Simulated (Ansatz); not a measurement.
`C[NH][GeH2][NH2]` → `[NH2][GeH3]` + `C=N` at 700 K and 1 bar (β-hydride elimination).

Gas-phase electronic energies from Ansatz, PBE0-D4/def2-TZVP geometries. CCSD(T)/CBS adds triple-zeta CCSD(T) − MP2 to the extrapolated MP2 energy (def2 sets, frozen cores). This one scheme is used for every species. For Ge outer-core shells are correlated without core-valence functions, which leaves a few kJ/mol of doubt a bond. Scalar relativity is left out up to krypton. One conformer a species, not always the lowest.

| species | CCSD(T)/CBS energy (Eh) | H − E (kJ/mol) | S (J/(mol·K)) |
| --- | --- | --- | --- |
| `C[NH][GeH2][NH2]` | -2228.39509 | 333.1 | 466.5 |
| `[NH2][GeH3]` | -2133.81884 | 177.8 | 349.1 |
| `C=N` | -94.52360 | 135.6 | 268.6 |

H − E and S are ideal-gas, rigid-rotor, harmonic terms from PBE0-D4/def2-TZVP, for one conformer and one mirror image of each species. 1 Eh = 2625.50 kJ/mol, R = 8.31446 J/(mol·K).

By hand: ΔE, ΔH, ΔS and ΔG.

ΔE = (-2133.81884) + (-94.52360) − (-2228.39509) = 0.05265 Eh = 138.2 kJ/mol. Δ(H − E) = 177.8 + 135.6 − 333.1 = -19.7, so ΔH = 118.5 kJ/mol. ΔS = 349.1 + 268.6 − 466.5 = 151.2 J/(mol·K). ΔG = 118.5 − 700 × (151.2)/1000 = 12.7 kJ/mol.

By hand: the equilibrium constant, and the temperature at which ΔG would vanish if ΔH and ΔS stayed fixed.

log₁₀ K = −ΔG/(RT ln 10) = -0.9. ΔG = 0 at ΔH/ΔS = 784 K.

The number of gas molecules changes by +1, which sets the sign of ΔS. A doubt of 5 kJ/mol in ΔE shifts log₁₀ K by 0.4 here. Other conformers and mirror images would add mixing entropy, several J/(mol·K) or more a flexible species. These are equilibria of isolated gas molecules and say nothing of rates. Largest T1 diagnostic: 0.012 (customary marks: 0.02 for closed shells, 0.045 for open ones).
